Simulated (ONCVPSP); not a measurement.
## Ag (Z = 47), ONCV: configuration errors across variants

```
Element                 : silver
Generator               : ONCVPSP 4.0.1
Type                    : optimised norm-conserving Vanderbilt (ONCV)
Functional              : PBEsol
Relativity              : scalar-relativistic
Frozen core             : [Kr]
Valence charge          : 11
Reference configuration : 4d10 5s1
Partial waves           : 5s: rc 2.35 bohr, ncon 4, nbas 7, qcut 2.7 1/bohr, 3 projectors, debl 2.3 Ha; p scattering state at 0.04 Ha: rc 2.10 bohr, ncon 4, nbas 7, qcut 3.5 1/bohr, 2 projectors, debl 3.8 Ha; 4d: rc 1.90 bohr, ncon 3, nbas 8, qcut 7.9 1/bohr, local
Local potential         : the d channel
Core correction         : Teter function fitted to the true core (icmod 2), fcfact 0.45
```

All-electron excitation energies from the reference (eV): (1) 4d10 5s0 7.746; (2) 4d9 5s0 29.860; (3) 4d8 5s0 66.042; (4) 4d9 5s1 13.165.

Errors AE − PS in meV (a dash: test not solved or not reliable):

| change | (1) | (2) | (3) | (4) | bound ghosts | GHOST(+) flags above zero |
| --- | --- | --- | --- | --- | --- | --- |
| base | -4.5 | -34 | -271 | -58 | none | s, p |
| core correction Teter function fitted to the true core (icmod 2), fcfact 0.24 | -5.9 | -47 | -302 | -58 | none | s, p |
| core correction Teter function fitted to the true core (icmod 2), fcfact 0.32 | -5.2 | -42 | -291 | -58 | none | s, p |
| core correction Teter function fitted to the true core (icmod 2), fcfact 0.54 | -4.2 | -30 | -257 | -57 | none | s, p |
| core correction Teter function fitted to the true core (icmod 2), fcfact 0.8 | -3.8 | -24 | -233 | -56 | none | s, p |
| core correction Teter function fitted to the true core (icmod 2), fcfact 1.04 | -3.7 | -22 | -224 | -55 | none | s, p |

Task: Give the same row for: core correction Teter function fitted to the true core (icmod 2), fcfact 1.22.

Result: -3.7, -22, -222, -55; bound ghosts: none; GHOST(+) flags above zero: s, p.
